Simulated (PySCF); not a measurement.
## Computed properties of AsF2H3Si, SMILES F[SiH](F)[AsH2]

Si(AsH2)(F)2(H) (AsF2H3Si), SMILES F[SiH](F)[AsH2]. Geometry optimised at B3LYP-D3(BJ)/def2-SVP. One conformer was computed; it need not be the lowest. All values are computed for the isolated molecule unless a solvent is named; none is compared with measurement here.

**Structure.** The optimised structure has Cs symmetry. All 15 harmonic modes at B3LYP-D3(BJ)/def2-SVP (PySCF) are real, so it is a minimum. With heavy atoms numbered as in [SiH:1]([F:2])([F:3])[AsH2:4], the shortest bond between them is Si1–F2 at 1.620 Å and the longest Si1–As4 at 2.362 Å.

**Vibrations.** The strongest infrared lines (harmonic, unscaled, degenerate partners summed) lie at 867 cm⁻¹ (281 km/mol, F 52 %, Si 39 %, H 9 %), 816 cm⁻¹ (166 km/mol, H 79 %, F 16 %), 961 cm⁻¹ (162 km/mol, Si 49 %, F 41 %, H 10 %). The softest mode is at 103 cm⁻¹ and the zero-point energy is 19.2 kcal/mol.

**Electronic structure.** PBE0/def2-TZVP (PySCF) places the frontier levels at -8.03 and -0.15 eV, a gap of 7.88 eV, and gives a dipole moment of 2.01 D and a mean polarisability of 55.1 bohr³. PBE/def2-TZVP (PySCF) at the same geometry gives -6.90 and -1.02 eV, so its gap is 2.00 eV narrower. An orbital gap is neither the optical nor the fundamental gap.

**Excitations.** TDA-ωB97X/def2-SVPD (PySCF) has S1 at 6.66 eV (186 nm, f = 0.013, weak); the most intense of the 10 singlets computed lies at 7.39 eV (f = 0.41). T1 (TDA) is at 5.79 eV, 0.87 eV under S1. TDA-PBE/def2-SVPD (PySCF) puts S1 at 6.09 eV. No vertical singlet excitation falls in the visible range (under 3.1 eV).

**NMR.** GIAO shifts at PBE0/pcSseg-1 (PySCF) (non-relativistic, atoms alike by connectivity averaged): ¹H from 2.4 to 6.3 ppm against TMS; ²⁹Si at 23.1 ppm against TMS; ¹⁹F at -140.5 ppm against CFCl3.
